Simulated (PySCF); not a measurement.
CH₅ClGeO₃, SMILES C[O][Ge]([OH])([OH])[Cl].

The structure is a stationary point at PBE-D3(BJ)/def2-SVP. The values are those of a single conformer.

These are PBE-D3(BJ)/def2-SVP (PySCF) values and carry that method's errors.

Frequencies are harmonic and unscaled.

Task: Give all harmonic wavenumbers and intensities. (Estimate from the structure and the level; the computed values follow.)

Result: 
```tsv
mode	ν (cm⁻¹)	IR (km/mol)	moving atoms (share of kinetic energy)
1	62	1.3	C 33 %, O 31 %, H 24 %, Cl 8 %
2	110	1.2	H 93 %
3	119	33.2	O 29 %, H 26 %, C 22 %, Cl 19 %
4	149	21.3	H 72 %, O 18 %
5	159	6.5	O 43 %, Cl 24 %, H 19 %, Ge 8 %
6	197	27.6	O 52 %, H 31 %
7	209	10.1	O 44 %, H 25 %, Ge 16 %, Cl 14 %
8	244	28.0	O 67 %, Ge 16 %, H 9 %, Cl 8 %
9	277	100.3	H 51 %, O 41 %
10	314	24.2	O 42 %, C 22 %, H 19 %, Ge 13 %
11	414	69.7	Cl 64 %, Ge 29 %
12	616	64.5	O 67 %, Ge 16 %, C 10 %
13	702	85.2	O 79 %, Ge 18 %
14	727	102.1	O 76 %, Ge 23 %
15	901	92.1	H 91 %
16	915	107.5	H 89 %, O 9 %
17	1077	177.1	O 52 %, C 43 %
18	1132	0.4	H 77 %, C 19 %
19	1150	3.9	H 72 %, C 20 %, O 8 %
20	1410	3.5	H 91 %
21	1417	5.8	H 94 %
22	1429	10.1	H 96 %
23	2930	63.2	H 97 %
24	3008	26.4	H 90 %, C 10 %
25	3048	19.3	H 91 %, C 9 %
26	3711	84.3	H 94 %
27	3714	76.7	H 94 %
```
